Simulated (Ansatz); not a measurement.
Geometry optimisation, Ansatz 0.2.0, RKS PBE-D4/def2-SVP.

Input:

```yaml
crystal:
  periodic: [false, false, false]
  atoms:
    - { symbol: Ga, position_ang: [0.075869, -0.21904, 0.186371] }
    - { symbol: "N", position_ang: [-0.017291, -0.068818, 2.07649] }
    - { symbol: H, position_ang: [-0.733238, -0.674963, 2.495408] }
    - { symbol: H, position_ang: [0.875493, -0.234159, 2.55481] }
    - { symbol: Cl, position_ang: [1.940704, -0.11565, -0.864872] }
    - { symbol: Cl, position_ang: [-1.775125, -0.620731, -0.850773] }
    - { symbol: O, position_ang: [-0.692724, 2.597828, 0.745462] }
    - { symbol: H, position_ang: [-1.636555, 2.457061, 0.535898] }
    - { symbol: H, position_ang: [-0.573933, 2.060173, 1.574706] }
basis:
  gaussian: { orbitals: def2-SVP }
hamiltonian:
  xc: pbe
  dispersion: d4
relax:
  f_tol: 0.03
  max_steps: 50
```

Command:

```bash
$ ansatz run input.yaml --threads 4 --pin off --max-ram 5120MiB --backend cpu --events-out ev --progress --plain --runs-dir out
```

Where does it end, and by what steps?

The run converged. After 9 steps the energy has fallen by 0.510 eV; O7 moved furthest, 0.50 Å. Joined: Ga1–O7 (2.97 → 2.11 Å).

```json
{"step": "0", "energy less start (eV)": "0.0000", "largest force component (eV/Å)": "0.963", "accepted": "yes"}
{"step": "1", "energy less start (eV)": "-0.1660", "largest force component (eV/Å)": "0.793", "accepted": "yes"}
{"step": "2", "energy less start (eV)": "-0.3843", "largest force component (eV/Å)": "1.299", "accepted": "yes"}
{"step": "3", "energy less start (eV)": "-0.4329", "largest force component (eV/Å)": "0.920", "accepted": "yes"}
{"step": "4", "energy less start (eV)": "-0.5006", "largest force component (eV/Å)": "0.371", "accepted": "yes"}
{"step": "5", "energy less start (eV)": "-0.5065", "largest force component (eV/Å)": "0.116", "accepted": "yes"}
{"step": "6", "energy less start (eV)": "-0.5085", "largest force component (eV/Å)": "0.083", "accepted": "yes"}
{"step": "7", "energy less start (eV)": "-0.5094", "largest force component (eV/Å)": "0.034", "accepted": "yes"}
{"step": "8", "energy less start (eV)": "-0.5095", "largest force component (eV/Å)": "0.042", "accepted": "yes"}
{"step": "9", "energy less start (eV)": "-0.5097", "largest force component (eV/Å)": "0.021", "accepted": "yes"}
```

```xyz
9
Properties=species:S:1:pos:R:3
Ga -0.035 0.124 0.244
N -0.065 0.025 2.132
H -0.733 -0.663 2.504
H 0.846 -0.174 2.563
Cl 1.837 0.122 -0.838
Cl -1.864 -0.495 -0.770
O -0.520 2.142 0.645
H -1.449 2.299 0.378
H -0.552 1.801 1.596
```

Whether the end is a true minimum wasn't checked by a vibrational analysis.

Run time: 15 s on 4 threads of Arm Neoverse V2, on a shared host, peak memory 0.18 GiB.
